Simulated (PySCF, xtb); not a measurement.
Si(Cl)2(I)(OH) (Cl2HIOSi), SMILES I[Si](Cl)(Cl)O.

GFN2-xTB in xtb at its own geometry gives an orbital gap of 5.97 eV and a dipole moment of 6.09 D.

Geometry: B3LYP-D3(BJ)/def2-SVP. The structure was generated by enumeration, and PubChem lists no compound with its InChIKey, so it may never have been made. The def2 effective core potentials stand for the cores of I; spin–orbit coupling is left out. The values are those of a single conformer.

Question: What does PBE/def2-TZVP (PySCF) give? (The exact figures need the calculation; the answer reports its results.)

Answer: gap 4.77 eV (levels -6.90 and -2.13 eV), dipole 1.22 D.
